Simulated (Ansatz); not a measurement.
# Molecular dynamics of C$_{3}$H$_{10}$OSSi

Input file:

```yaml
crystal:
  periodic: [false, false, false]
  atoms:
    - { symbol: C, position_ang: [-1.898887, -0.914082, 0.838257] }
    - { symbol: O, position_ang: [-0.900523, -0.463566, -0.107852] }
    - { symbol: C, position_ang: [0.403204, -0.425996, 0.53805] }
    - { symbol: S, position_ang: [1.045004, -2.070699, 1.005225] }
    - { symbol: C, position_ang: [1.323412, 0.348427, -0.442463] }
    - { symbol: Si, position_ang: [0.444652, 1.853481, -1.130596] }
    - { symbol: H, position_ang: [-2.851546, -0.977716, 0.298656] }
    - { symbol: H, position_ang: [-1.651878, -1.905491, 1.248787] }
    - { symbol: H, position_ang: [-2.013079, -0.211315, 1.679387] }
    - { symbol: H, position_ang: [0.33117, 0.139797, 1.484876] }
    - { symbol: H, position_ang: [1.198283, -2.485491, -0.265008] }
    - { symbol: H, position_ang: [2.235285, 0.632341, 0.084334] }
    - { symbol: H, position_ang: [1.618832, -0.312922, -1.258776] }
    - { symbol: H, position_ang: [-0.468627, 1.490769, -2.169674] }
    - { symbol: H, position_ang: [-0.256267, 2.528613, -0.081459] }
    - { symbol: H, position_ang: [1.417965, 2.751251, -1.677444] }
basis:
  gaussian: { orbitals: STO-3G }
hamiltonian:
  xc: { name: BHLYP }
  dispersion: d4
md:
  timestep: 0.5
  n_steps: 129
  ensemble: nvt_nose_hoover
  temperature: 700.0
  initial_velocities: maxwell_boltzmann
  seed: 585343
scf:
  lower_state_search: "off"
```

Command:

```bash
$ ansatz run input.yaml --threads 1 --pin off --max-ram 2048MiB --backend cpu --events-out ev --progress --plain --runs-dir out
```

It starts from a relaxed structure.

Output, in part (step lines, the closing report, with atoms numbered from 0):

```
md step     0: t =     0.00 fs  T =   700.0 K  F+E_penalty+E_count = -23754.11514589 eV  E_kin = 1.266748 eV  conserved = -23752.84839790 eV  (13 SCF iters)
[... lines left out ...]
Total energy: -23753.47868243 eV, -872.9242408931 hartree
Atom 0 at    -1.918518    -0.770478     0.814741 Å, force     1.058355     1.256579    -0.188416 eV/Å
Atom 1 at    -0.895398    -0.566569    -0.247319 Å, force     0.326776    -1.369098     1.599777 eV/Å
Atom 2 at     0.406580    -0.487244     0.479326 Å, force     0.430084     0.699669    -2.866019 eV/Å
Atom 3 at     1.087215    -2.044430     1.075041 Å, force    -0.158619    -0.516835     0.103676 eV/Å
Atom 4 at     1.342335     0.240345    -0.618065 Å, force    -0.517593     1.801686     2.112278 eV/Å
Atom 5 at     0.400466     1.873965    -1.021320 Å, force     1.008817    -1.993343     0.522662 eV/Å
Atom 6 at    -2.902009    -0.777327     0.314206 Å, force     0.226368    -0.571447     0.270456 eV/Å
Atom 7 at    -1.736362    -1.638415     1.533628 Å, force    -0.311307     1.032428    -1.351696 eV/Å
Atom 8 at    -1.840810     0.193002     1.364446 Å, force    -0.665713    -0.698309     0.591100 eV/Å
Atom 9 at     0.242981     0.171734     1.336442 Å, force     0.444499     0.183590     0.377107 eV/Å
Atom 10 at     1.141927    -2.601439    -0.152434 Å, force     0.046283     0.060778     0.130395 eV/Å
Atom 11 at     2.370928     0.478436    -0.253931 Å, force    -1.119314    -0.295027     0.319612 eV/Å
Atom 12 at     1.522090    -0.369486    -1.479506 Å, force    -0.482140    -0.723805    -0.731364 eV/Å
Atom 13 at    -0.377298     1.638924    -2.158773 Å, force    -0.437516     0.226735    -0.954652 eV/Å
Atom 14 at    -0.468160     2.220992     0.041738 Å, force    -0.112284     0.170726     0.391886 eV/Å
Atom 15 at     1.382299     2.868584    -1.181349 Å, force     0.263307     0.735672    -0.326801 eV/Å
Dipole moment:    -0.017983     0.079097     0.058257 e Å
```

The steps, from the saved trajectory:

| time (fs) | T (K) | potential energy less start (eV) | conserved less start (meV/atom) |
| --- | --- | --- | --- |
| 0 | 700 | 0.000 | 0.00 |
| 2 | 496 | 0.374 | 0.32 |
| 4 | 317 | 0.697 | 0.25 |
| 6 | 172 | 0.961 | 0.32 |
| 8 | 175 | 0.956 | 0.37 |
| 10 | 382 | 0.579 | 0.18 |
| 12 | 492 | 0.383 | 0.24 |
| 14 | 531 | 0.314 | 0.17 |
| 16 | 434 | 0.494 | 0.30 |
| 18 | 358 | 0.632 | 0.17 |
| 20 | 195 | 0.932 | 0.38 |
| 22 | 230 | 0.869 | 0.29 |
| 24 | 356 | 0.641 | 0.20 |
| 26 | 413 | 0.544 | 0.33 |
| 28 | 524 | 0.345 | 0.10 |
| 30 | 410 | 0.559 | 0.30 |
| 32 | 303 | 0.756 | 0.25 |
| 34 | 214 | 0.921 | 0.37 |
| 36 | 308 | 0.752 | 0.25 |
| 38 | 395 | 0.599 | 0.22 |
| 40 | 426 | 0.550 | 0.30 |
| 42 | 474 | 0.467 | 0.12 |
| 44 | 302 | 0.788 | 0.39 |
| 46 | 294 | 0.806 | 0.24 |
| 48 | 282 | 0.833 | 0.31 |
| 50 | 322 | 0.765 | 0.29 |
| 52 | 412 | 0.609 | 0.21 |
| 54 | 426 | 0.593 | 0.30 |
| 56 | 435 | 0.584 | 0.18 |
| 58 | 330 | 0.785 | 0.38 |
| 60 | 341 | 0.769 | 0.21 |
| 62 | 289 | 0.873 | 0.37 |
| 64 | 380 | 0.714 | 0.27 |

The run went to its last step. The conserved energy stayed within 0.44 meV per atom of its start (net change 0.19 meV per atom), so the integration is sound. The mean temperature of the second half is 50 % below the set value. A run of 0.065 ps of so small a system gives no equilibrium averages. Limits of this set-up: minimal basis.

The same pairs are bonded in the first frame and the last. Pairs count as bonded within 1.25 times the sum of covalent radii (0.12 Å more for H–H).

Last frame:

```xyz
16
Properties=species:S:1:pos:R:3
C -1.919 -0.770 0.815
O -0.895 -0.567 -0.247
C 0.407 -0.487 0.479
S 1.087 -2.044 1.075
C 1.342 0.240 -0.618
Si 0.401 1.874 -1.021
H -2.902 -0.777 0.314
H -1.736 -1.638 1.534
H -1.841 0.193 1.364
H 0.243 0.172 1.336
H 1.142 -2.601 -0.152
H 2.371 0.478 -0.254
H 1.522 -0.369 -1.480
H -0.377 1.639 -2.159
H -0.468 2.221 0.042
H 1.382 2.869 -1.181
```

Run time: 11 min on 1 thread of Intel(R) Xeon(R) Platinum 8259CL CPU @ 2.50GHz (Skylake/Cascade Lake), on a shared host, peak memory 0.13 GiB.
